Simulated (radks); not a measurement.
The numbers below are computed, except where a source is named.
Spin polarisation of the 5d7 shell in the iridium ion Ir+. Start: [Xe] 4f14 5d(up 3.5, down 3.5) 6s(up 0.5, down 0.5); electrons of 5d are moved from spin down to spin up, other shells keep equal spins. Code: a radial shooting solver on a logarithmic mesh with Libxc functionals. Model: non-relativistic Kohn-Sham, PBE, spin-polarised, spherical densities, point nucleus.

moment (Bohr magnetons)  E - E(0) (eV)  e(5d up) (eV)  e(5d down) (eV)  6s down minus up (eV)  5p down minus up (eV)  4f down minus up (eV)
0                                0.000        -16.557          -16.557                  0.000                  0.000                  0.000
0.75                            -0.090        -16.788          -16.310                  0.210                  0.460                  0.076
1.5                             -0.359        -17.003          -16.046                  0.421                  0.920                  0.153
2.25                            -0.808        -17.202          -15.764                  0.634                  1.382                  0.229
3                               -1.438        -17.386          -15.463                  0.849                  1.847                  0.305

At moment 3 the spin-polarisation energy is -1.438 eV and the 5d exchange splitting 1.923 eV, that is 0.641 eV per Bohr magneton; E = -I m^2/4 would give I = 0.639 eV.
